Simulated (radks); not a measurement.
Radial electron density D(r) = 4 pi r^2 rho(r) of an atom or ion with 47 electrons. Calculated with a radial shooting solver on a logarithmic mesh with Libxc functionals: Dirac Kohn-Sham, BP86, spin-unpolarised, spherical densities, finite nucleus; Fermi nuclear charge, rms radius of each element as measured or else 0.836 A^(1/3) + 0.57 fm.

r (bohr)  D(r) (e/bohr)
0.002188          5.245
0.002942          8.493
0.003956          13.42
0.005318          20.49
0.00715           29.94
0.009614          41.21
0.01293           52.47
0.01724           60.33
0.02318           62.05
0.03116           57.56
0.0419            53.51
0.05633           59.12
0.07573           72.89
0.1018            77.33
0.1369            63.23
0.184             52.84
0.2455            60.86
0.33              58.38
0.4437            32.54
0.5966            18.02
0.8021            20.29
1.078             16.71
1.45              8.310
1.949             3.146
2.621             1.076
3.495            0.3112
4.699           0.05335
6.318          0.004222
8.495         0.0001147

What is the nuclear charge?

Answer. Z = 48. The innermost maximum, from 1s, lies near gamma/Z bohr with gamma = sqrt(1 - (Z/c)^2) = 0.937, here 0.0195 bohr (found: 0.0214), and its height grows with Z. The density is that of the cadmium ion Cd+ in [Kr] 4d10 5s1; the configuration itself is not fixed sharply by these data, and Z only to a few units. D(r) has 4 maxima, at r = 0.0214, 0.0940, 0.279, 0.841 bohr, and minima at 0.0422, 0.183, 0.621 bohr, inside which lie 2.03, 11.17, 29.04 electrons.
